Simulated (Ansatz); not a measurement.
Ansatz (a program for electronic structure) input:
A basis named .json is the Basis Set Exchange file of that set.

Ansatz 0.2 input:
```yaml
crystal:
  periodic: [false, false, false]
  atoms:
    - {symbol: O, position_ang: [-0.70397410, -0.24191902, -1.49197439]}
    - {symbol: Si, position_ang: [-0.02606031, -0.00720289, -0.00571435]}
    - {symbol: O, position_ang: [1.55200809, -0.31425603, -0.16439770]}
    - {symbol: F, position_ang: [-0.58827526, -0.98082970, 1.09552948]}
    - {symbol: F, position_ang: [-0.35696038, 1.46255449, 0.47038958]}
    - {symbol: H, position_ang: [2.08769307, 0.21471791, -0.76229402]}
basis:
  gaussian:
    orbitals: cc-pV_T+d_Z.json
    fitting: {mean_field: def2-universal-jkfit, correlation: cc-pVTZ-RIFIT.json}
magnetization: {spin_polarized: true, initial_magnetization: 1}
correlation: {method: mp2, electrons: outside_noble_gas}
```

Question: Predict the final energy.

Answer: -639.51006 Eh (RI-MP2/cc-pV(T+d)Z). The basis has 173 functions.

It need not be the lowest isomer of its formula.
